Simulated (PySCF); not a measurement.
CHF2NOSi. Atoms are numbered in the order given.

```xyz
7

Si    -0.9250    -0.3634     0.0000
F     -1.5314     0.3734     1.2947
F     -1.5314     0.3734    -1.2947
N      0.7593    -0.1726     0.0000
C      1.9485     0.0043     0.0000
O      3.1037     0.1656     0.0000
H     -1.3200    -1.7756     0.0000
```

The structure is a stationary point at B3LYP-D3(BJ)/def2-SVP. Other conformers were not sampled.

All values below come from PBE/def2-TZVP in PySCF.

The total energy comes out as -657.70144 hartree and the point group is Cs. The highest occupied level comes out as -8.12 eV and the lowest empty level is -1.23 eV. The orbital gap comes out as 6.89 eV and the dipole moment is 1.35 D. The quadrupole, principal values (traceless, Buckingham form, about the centre of nuclear charge) comes out as -6.23, 0.54, 5.69 D·Å, the mean static polarisability is 43.3 bohr³ (6.42 Å³) and the polarisability, principal values is 31.9, 32.2, 65.8 bohr³.
